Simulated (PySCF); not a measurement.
# Structure revision by computed shifts

A compound C4H10O2Si2 gives the data below (simulated from a calculation) and was assigned the structure `O=CO/C(=C\[SiH3])C[SiH3]`.

13C{1H} NMR (computed): δ 170.0 (C), 143.9 (CH), 141.6 (CH2), 105.0 (CH2).

1H NMR (600 MHz, computed): δ 6.50 (m, 1H), 6.39 (m, 1H), 6.15 (m, 1H), 5.26 (d, 1H), 5.05 (br s, 1H), 4.95 (s, 3H), 4.73 (br s, 1H), 2.10 (br s, 1H).

Computational details: geometry: GFN2-xTB, PBE0/pcSseg-1 with gauge-including orbitals, in PySCF 2.14 (isolated molecule, fast rotation and ring inversion assumed for equivalent nuclei, one conformer, non-relativistic).

δ = σ(ref) − σ, references computed at the same level: 1H, 13C against TMS.

**Question.** Compare with the shifts computed for the proposed structure, pairing carbons in order of shift.

**Answer.** Atom-mapped SMILES (the numbers label the heavy atoms): `[O:1]=[CH:2][O:3]/[C:4](=[CH:5]\[SiH3:6])[CH2:7][SiH3:8]`. Hydrogens are named by the atom that carries them.

```
atom  computed for proposal  given list  difference
  C4                  168.1       170.0        -1.9
  C2                  165.0       143.9       +21.1
  C5                  111.8       141.6       -29.8
  C7                   24.6       105.0       -80.4
```

The rms difference is 44.1 ppm and the largest -80.4 ppm at C7 (allylic sp3 CH2 bonded to Si). The carbon types in order of shift don't match either: C, CH, CH, CH2 for the proposal against C, CH, CH2, CH2 in the data. The proposal doesn't fit.

**Question.** Which isomer fits?

**Answer.** SMILES C=C[Si@@H](O)C(=C)O[SiH3].

- Carbon types of the structure: 1 × C, 1 × CH, 2 × CH2, leaving 5 H on heteroatoms.
- δC 170.0: alkene carbon bearing oxygen; an sp2 carbon further deshielded by the attached heteroatom.
- δC 143.9: alkene CH; the olefinic region.
- δC 141.6: terminal =CH2 carbon; as expected for a trigonal carbon in a double bond.
- δC 105.0: β carbon of an enol-ether or enamine type C=C; the O or N lone pair pushes π density onto this β carbon and shields it.

Other isomers checked: O=C([SiH2]O[SiH3])C1CC1 (rms 104.2 ppm).

This is the structure that produced the data.

OH/NH shifts are gas-phase values; hydrogen bonding in solution moves them, usually downfield. Shifts are as computed. Against solution values, carbons near 30 ppm lie about +3 ppm off and those near 130 ppm about +5 ppm. Of 1211 compounds with measured shifts, 218 miss one by over three times the rms of a fit or turn the order of signals round; such compounds aren't used in these exercises. Multiplicities follow the n + 1 count of equivalent neighbours, as no J values were calculated; m marks all less simple cases, F and P coupling included.
